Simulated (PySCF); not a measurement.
# Electron correlation in O⁺ (oxygen, charge +1)

[He] 2s2 2p3, high-spin 4S determinant. Calculation: PySCF 2.14, in cc-pVDZ-DK (3s2p1d, 14 functions); the spin-free X2C one-electron Hamiltonian (Gaussian nucleus). Frozen: 1s2; 5 electrons correlated.

MP2 pair energies summed by pair of shells (mhartree):

| pair | energy | share (%) |
| --- | --- | --- |
| 2s-2p | -45.98 | 65.8 |
| 2p-2p | -16.52 | 23.6 |
| 2s-2s | -7.41 | 10.6 |

Total MP2 correlation energy: -69.91 mhartree.

Same-spin part -19.53 and opposite-spin part -50.37 mhartree; SCS-MP2 scales them by 1/3 and 6/5 to -66.96 mhartree.

| level | correlation energy (mhartree) |
| --- | --- |
| CCSD | -84.82 |
| (T) | -0.53 |
| CCSD(T) | -85.35 |

Diagnostics: T1 = 0.0036, D1 = 0.0066, largest double amplitude 0.035.

Cost of the coupled-cluster step: 0.11 s of wall time on 1 thread of Neoverse-N1 (shared host), for 5 correlated electrons.
